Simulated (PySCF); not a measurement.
Species: silanethione, H2SSi.
Numbering: `[SiH2:1]=[S:2]` (hydrogens: H3, H4 on Si1)

The geometry is computed with GFN2-xTB (gas phase).

Q: List the bond lengths and angles at this level.

A: 
```tsv
bond	length (Å)	order
Si1=S2	1.978	double
Si1–H3, Si1–H4	1.454	single
```

Bonds in one row agree within 0.01 Å and their mean is given. Orders are formal, as drawn. A selection of angles:
```tsv
angle	degrees
S2–Si1–H3	125.4
H3–Si1–H4	109.0
```

Si1 (silicon bonded to S and 2 H) is planar (angles 125.6°, 125.4° and 109.0°, sum 360.0°, 0.00 Å off the plane of its three neighbours).

Point group: C2v (tolerance 0.08 Å). Whether it is a minimum is left open (no frequencies).


Compound: Cd(CN)2, C2CdN2 (singlet state).
Bonds: Cd1–C2, Cd1–C4, C2–N3, C4–N5.

Computed with PBE0-D3(BJ)/def2-SVP geometry optimisation, gas phase, def2 core potentials past Kr in PySCF.

Problem. List the bond lengths and angles at this level.

Solution. 
```csv
bond,length (pm)
"Cd1–C2, Cd1–C4",204.4
"C2–N3, C4–N5",116.1
```

Bonds in one row agree within 1 pm and their mean is given. A selection of angles:
```csv
angle,degrees
C2–Cd1–C4,179.3
Cd1–C2–N3,179.7
```

Point group: D∞h (tolerance 0.08 Å). Not checked by PBE0-D3(BJ)/def2-SVP frequencies.

On Arm Neoverse V2, one thread, on a shared host, this took 11 s. These figures are those of the optimisation.
